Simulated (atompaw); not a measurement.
**How hard is this As PAW (atompaw) potential?**

- Element: As (Z = 33)
- Generator: atompaw 4.2.0.5
- Type: PAW
- Functional: LDA (PW92)
- Relativity: scalar-relativistic
- Frozen core: [Ar]
- Valence charge: 15
- Reference configuration: 3d10 4s1 4p4
- Partial waves: 4s (bound): rc 1.35 bohr; 4s channel at -0.75 Ry: rc 1.35 bohr; 4p (bound): rc 1.70 bohr; 4p channel at 0.35 Ry: rc 1.70 bohr; 3d (bound): rc 0.70 bohr; 3d channel at -2.8 Ry: rc 0.70 bohr
- Local potential: vpsmatchnc scheme with l = 3 at 0 Ry, radius 1.25 bohr
- Core correction: smooth core density matched at 1.45 bohr
- Augmentation charge: sinc compensation charge, radius 1.30 bohr; PAW radius 1.70 bohr; waves and projectors: custom rrkj gramschmidtortho

The pseudo-atom Hamiltonian at the reference potential is diagonalised in spherical Bessel functions j_l(qr) that vanish at 20 bohr, with q² up to the cutoff. All-electron valence levels (Ry): 4s -1.1454, 4p -0.4391, 3d -3.1257.

**Question.** How do the lowest levels (Ry) of each channel move with the cutoff, and are there ghosts?

**Answer.**

```tsv
cutoff (Ry)	s #1	s #2	p #1	d #1	f #1	Σ f·Δε (mRy)
8	-4.5092	-0.7166	-0.4380	0.0588	0.1143	32274.9
15	-10.0053	-1.1074	-0.4390	0.0534	0.1143	31825.3
25	-13.1809	-1.1446	-0.4390	0.0308	0.1143	31562.2
35	-14.1842	-1.1449	-0.4391	-0.0356	0.1143	30897.9
50	-14.9350	-1.1454	-0.4391	-0.2764	0.1143	28489.1
70	-15.3579	-1.1454	-0.4391	-0.9136	0.1143	22117.3
100	-15.5233	-1.1455	-0.4391	-2.1425	0.1143	9828.0
140	-15.5580	-1.1455	-0.4391	-2.9435	0.1143	1817.4
180	-15.5647	-1.1455	-0.4391	-3.1028	0.1143	225.1
260	-15.5652	-1.1455	-0.4391	-3.1230	0.1143	22.8
400	-15.5653	-1.1455	-0.4391	-3.1253	0.1143	0.0
```

Result: ghost state, extra bound levels that the all-electron valence spectrum of the same l lacks: s at -211.8 eV (a true bound ghost makes a file unfit for plane-wave use); 10 mRy is reached at over 300 Ry and 1 mRy at over 300 Ry.
